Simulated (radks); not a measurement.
Species: Sm2+. Configuration: [Xe] 4f6 (the NIST ground configuration). All-electron calculation, Dirac Kohn-Sham, LDA (Slater exchange, Perdew-Wang correlation), spin-unpolarised, spherical densities, finite nucleus; open shells are shared between the two j in proportion to 2j + 1; Fermi nuclear charge, rms radius 5.0819 fm. Program: a radial shooting solver on a logarithmic mesh with Libxc functionals.

X-ray form factor f0, the Fourier transform of the density (f0(0) = 60):

sin(theta)/lambda (1/angstrom)  f0 (electrons)
0.05                                    59.263
0.1                                     57.212
0.15                                    54.244
0.2                                     50.832
0.25                                    47.367
0.3                                     44.096
0.4                                     38.474
0.5                                     33.959
0.6                                     30.209
0.8                                     24.312
1                                       20.234
1.25                                    17.002
1.5                                     14.777
2                                       11.056
